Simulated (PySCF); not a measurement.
Field gradients at the hydrogen positions

Species: C6H5F3O4.
Numbering: `[CH3:1][C@@H:2]1[O:3][C:4](=[O:5])[C:6](=[O:7])[O:8][C@H:9]1[C:10]([F:11])([F:12])[F:13]` (hydrogens: H14, H15, H16 on C1; H17 on C2; H18 on C9)

Structure used (GFN2-xTB), in Å, numbered top down from 1:
```
atom  x, y, z in Å
C1    -1.4201    1.3589    0.5578
C2    -0.1046    0.6002    0.4889
O3     0.8863    1.5174    0.0282
C4     2.0630    1.0433   -0.4059
O5     2.9038    1.7655   -0.8466
C6     2.2662   -0.4848   -0.3147
O7     3.3336   -0.9902   -0.1741
O8     1.1470   -1.2424   -0.4295
C9    -0.1067   -0.5871   -0.4824
C10   -1.1518   -1.6560   -0.1216
F11   -2.3875   -1.2424   -0.4308
F12   -0.9448   -2.7889   -0.7803
F13   -1.1516   -1.9362    1.1833
H14   -2.1754    0.7730    1.0711
H15   -1.2552    2.2819    1.1059
H16   -1.7718    1.6067   -0.4396
H17    0.1823    0.2335    1.4865
H18   -0.3216   -0.2461   -1.5079
```

Level: PBE0/pcSseg-1 (PySCF, non-relativistic); Q(2H) = 0.00286 b; rigid geometry, the same for H and D, with no vibrational averaging.

Question: What are Vzz, η and χzz (234.96 MHz × Q × Vzz) at all hydrogens?

Answer: 
| atom | bonded to | bond length (Å) | Vzz (au) | η | χzz (kHz) |
| --- | --- | --- | --- | --- | --- |
| H14 | C1 | 1.085 | 0.3125 | 0.05 | 210 |
| H15 | C1 | 1.086 | 0.3122 | 0.04 | 210 |
| H16 | C1 | 1.086 | 0.3123 | 0.05 | 210 |
| H17 | C2 | 1.101 | 0.2699 | 0.05 | 181 |
| H18 | C9 | 1.102 | 0.2675 | 0.06 | 180 |

Question: Give the 2H NMR doublet splittings at H18 for a magnetic field along the z, y and x axes of the gradient: 3χ/2, 3χ(1 + η)/4, 3χ(1 − η)/4.

Answer: With |χ| = 179.8 kHz and η = 0.055: 270, 142 and 127 kHz, to first order and without motion.

Isolated species at its GFN2-xTB geometry (one conformer only). GFN2-xTB bond lengths can be off by several hundredths of an ångström, more for odd bonds, and the gradients follow them. These gradients aren't converged with respect to the basis.
